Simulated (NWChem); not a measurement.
System: BiF3; SMILES [F][Bi]([F])[F]

The following NWChem deck was run.

```
start job
memory heap 200 mb stack 900 mb global 1100 mb
geometry units angstroms noautosym nocenter noautoz
  Bi     0.000000     0.000000     0.219090
  F     -1.690833    -0.351700    -0.821583
  F      0.540835     1.640155    -0.821583
  F      1.149998    -1.288454    -0.821583
end
basis spherical
  * library def2-svpd
end
ecp
  Bi library def2-ecp
end
dft
  xc xcamb88 1.00 lyp 0.81 vwn_5 0.19 hfexch 1.00
  cam 0.33 cam_alpha 0.19 cam_beta 0.46
  iterations 150
end
property
  response 1 0.0
end
task dft property
```

All runs use the structure optimised with PBE0/def2-SVP. No frequency run checked for a minimum. def2 effective core potentials on Bi; no spin-orbit coupling.

Static field.

Q: Predict the main results of this run. (CAM-B3LYP/def2-SVPD with def2 effective core potentials on Bi.) Quantities: isotropic polarisability (bohr³); anisotropy (bohr³).

A: 
```yaml
isotropic polarisability (bohr³): 39.3
anisotropy (bohr³): 4.2
```
